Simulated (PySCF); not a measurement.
TiSe at ROHF

Level: ROHF. PySCF, spin-free X2C with a Gaussian nucleus, basis sets Ti x2c-TZVPPall, Se x2c-TZVPPall.

* state: ³Δ (triplet), unpaired electrons σ ↑, δ ↑
* bond length: 2.302 Å
* harmonic wavenumber: 363 cm⁻¹
* force constant: 2.33 mdyn/Å
* rotational constant Be: 0.1062 cm⁻¹
* bond order (Mayer): 2.21
* dipole moment (positive dipole means Ti(−)Se(+)): -9.87 D

Spin–orbit coupling is left out. UHF is strongly spin-contaminated for TiSe, so the ROHF reference used there is far from stable. Hartree–Fock leaves out correlation, which carries a large part of most bond energies and some tenths to 1 eV of ionisation energies. The state is the lowest single determinant that the PBE0 search found; with open d or f shells the true ground state can be another one.
